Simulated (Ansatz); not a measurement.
Consider the ligand exchange at a Zn–C bond: `CC[CH2][ZnH]` + `CNC` → `C[N](C)[ZnH]` + `CCC`.

Isolated molecules relaxed with PBE0-D4/def2-TZVP in Ansatz; ΔE leaves out vibrations. CCSD(T)/CBS adds triple-zeta CCSD(T) − MP2 to the extrapolated MP2 energy (def2 sets, frozen cores). For Zn outer-core shells are correlated without core-valence functions, which leaves a few kJ/mol of doubt a bond. Scalar relativity is left out up to krypton. Each species was taken in one conformer, which may not be the lowest.

| level | ΔE (kJ/mol) |
| --- | --- |
| SCS-MP2/def2-TZVPP | -44.8 |
| CCSD/def2-TZVPP | -42.1 |

(1) What does CCSD(T)/CBS give? (Best estimate.)

Largest T1 diagnostic among the species: 0.015.

## Answers

(1) Computed: -41.5 kJ/mol. The listed levels differ from it by -3.3, -0.6 kJ/mol.
